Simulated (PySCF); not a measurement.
**Ionisation energy of Ar⁺ by level of theory**

Ar⁺ [Ne] 3s2 3p5 (2P) → Ar²⁺ [Ne] 3s2 3p4 (3P), as a difference of total energies. Calculation: PySCF 2.14, in dyall-acv3z (19s12p6d4f, 113 functions); the spin-free X2C one-electron Hamiltonian (Gaussian nucleus). Correlated levels: valence: [Ne] frozen; valence and next inner shell: 1s2 frozen; virtual orbitals above 40 to 60 times the deepest correlated orbital energy dropped. The calculations carry no spin-orbit coupling.

Q: Order these methods by the ionisation energy they give, lowest first.
A. UHF
B. MP2 (valence)
C. SCS-MP2 (valence and next inner shell)
D. PBEsol

A: A (26.354 eV), B (27.376 eV), C (27.410 eV), D (27.551 eV).

A first-order spin-orbit estimate (lowest level to lowest level, LS coupling) adds -0.006 eV.

Errors of the correlated levels include the incompleteness of this basis and the frozen core.

For comparison: 27.630 eV (measured; NIST Atomic Spectra Database, ionization energies).
